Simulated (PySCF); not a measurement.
A PySCF script (with the pyscf-properties extension) for the NMR shieldings of `CN[Si@H](F)N[SiH2]CF`, C2H10F2N2Si2, on a GFN2-xTB geometry:

```python
import basis_set_exchange as bse
import numpy as np
from pyscf import gto, dft
from pyscf.prop import nmr

atoms = """
C     3.475339    0.230297    0.024646
N     2.062090    0.091836    0.296771
Si    0.944938   -0.570540   -0.812659
F     1.014106    0.352634   -2.126905
N    -0.650493   -0.424856   -0.175303
Si   -1.949568    0.539042   -0.766816
C    -3.463290   -0.021785    0.266551
F    -3.151045   -0.026728    1.615341
H     3.886671    1.061929    0.597867
H     4.038702   -0.676139    0.270340
H     3.605557    0.438318   -1.033974
H     1.872002    0.006842    1.283253
H     1.191291   -1.917087   -1.316759
H    -0.812635   -0.891210    0.701511
H    -1.737939    1.973240   -0.553344
H    -2.228228    0.227744   -2.168970
H    -3.791080   -1.036361    0.031178
H    -4.315177    0.649141    0.152124
"""
names = dict.fromkeys(["C", "N", "Si", "F", "H"], "pcSseg-1")
basis = {el: gto.basis.parse(bse.get_basis(n, elements=[el], fmt="nwchem")) for el, n in names.items()}
mol = gto.M(atom=atoms, basis=basis, charge=0, verbose=0)
mf = dft.RKS(mol, xc="PBE0")
mf.grids.level = 2
mf.grids.alignment = dft.numint.BLKSIZE   # the property module wants whole blocks of grid points
mf.conv_tol = 1e-9
mf.kernel()

calc = nmr.RKS(mf)   # GIAO
C = mf.mo_coeff
Co = C[:, mf.mo_occ > 0]
resp = mf.gen_response(singlet=True, hermi=2)
def vind(x):   # induced exchange potential for any number of trial vectors
    d = np.einsum("pi,xij,qj->xpq", C, 2 * x.reshape(-1, C.shape[1], Co.shape[1]), Co, optimize=True)
    return np.einsum("xpq,pi,qj->xij", resp(d - d.transpose(0, 2, 1)), C, Co, optimize=True).ravel()
mo1, _ = nmr.rhf.solve_mo1(calc, with_cphf=vind)
sigma = calc.kernel(mo1)
for i, s in enumerate(sigma):   # ppm
    print("%2d %-2s %9.2f" % (i, mol.atom_pure_symbol(i), np.trace(s) / 3))
```

Q: What does it print?

A: 
```
 0 C     158.48
 1 N     225.22
 2 Si    379.59
 3 F     348.81
 4 N     251.61
 5 Si    391.85
 6 C     107.52
 7 F     482.97
 8 H      28.86
 9 H      28.88
10 H      28.88
11 H      31.11
12 H      26.47
13 H      31.61
14 H      26.61
15 H      26.94
16 H      26.75
17 H      26.82
```

These numbers come from an equivalent density-fitted implementation of the same equations, which agrees with the script to about 0.01 ppm for H and up to a few tenths of a ppm for heavy atoms, so last digits may differ.

Q: Turn these shieldings into chemical shifts. δ = σ(ref) − σ, references computed at the same level: ¹³C (σ = 186.93 ppm), ²⁹Si (σ = 349.16 ppm), ¹H (σ = 31.72 ppm) vs TMS; NH3 for ¹⁵N (σ = 267.73 ppm); ¹⁹F (σ = 170.95 ppm) against CFCl3.

A: Averaging equivalent atoms: C 6: 79.4; C 0: 28.4; N 1: 42.5; N 4: 16.1; Si 2: -30.4; Si 5: -42.7; F 3: -177.9; F 7: -312.0; H 12: 5.25; H 14: 5.11; H 16: 4.96; H 17: 4.90; H 15: 4.78; H 8/9/10: 2.84; H 11: 0.61; H 13: 0.11 ppm. Unscaled 19F shifts against computed CFCl3 carry errors that often reach 10 to 50 ppm. Experimental scales use liquid or dissolved standards, which lie at an offset from isolated NH3 (liquid NH3: subtract about 20 ppm).

Size and cost of the density-fitted run: 200 basis functions, 61 s wall time on 1 thread of an Arm Neoverse N1, shared host; peak memory 0.82 GiB.
